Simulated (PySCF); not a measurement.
# Sb⁻: script and output

File input.py (PySCF 2.14):

```python
from pyscf import gto, scf, mp

mol = gto.M(
    atom='Sb 0 0 0',
    basis='def2-tzvp',
    ecp={'Sb': 'def2-tzvp'},
    charge=-1,
    spin=2,
    verbose=3,
)
mf = scf.UHF(mol)
mf.kernel()
mp.MP2(mf, frozen=4).kernel()
mf.dip_moment()
print('orbital energies (hartree):', [e[max(0, n-3):n+3].round(4) for e, n in zip(mf.mo_energy, mol.nelec)])
```

```bash
$ OMP_NUM_THREADS=1 python input.py
```

The log (some set-up lines and the per-cycle HOMO/LUMO lines with their warnings removed):

```
converged SCF energy = -239.270338912962  <S^2> = 2.0124994  2S+1 = 3.0083214
E(UMP2) = -239.577369408992  E_corr = -0.307030496030334
E(SCS-UMP2) = -239.542976603547  E_corr = -0.272637690585706

WARN: System has nonzero charge -1; the dipole moment is origin-dependent.
Location of origin: [0. 0. 0.]

Dipole moment(X, Y, Z, Debye): -0.00000,  0.00000,  0.00000
orbital energies (hartree): [array([-0.0944, -0.0944, -0.0475,  0.3767,  0.3767,  0.4006]), array([-1.3525, -0.3178, -0.0203,  0.2238,  0.2238,  0.4093])]
```

In short: E(SCF) = -239.270339 Eh, E(MP2) − E(SCF) = -0.30703 Eh, ⟨S²⟩ = 2.012.

Hardware: Arm Neoverse V2, 1 thread, shared host. Wall time 0.88 s.

The basis has no diffuse functions, which an anion needs. No search for the lowest solution was made.
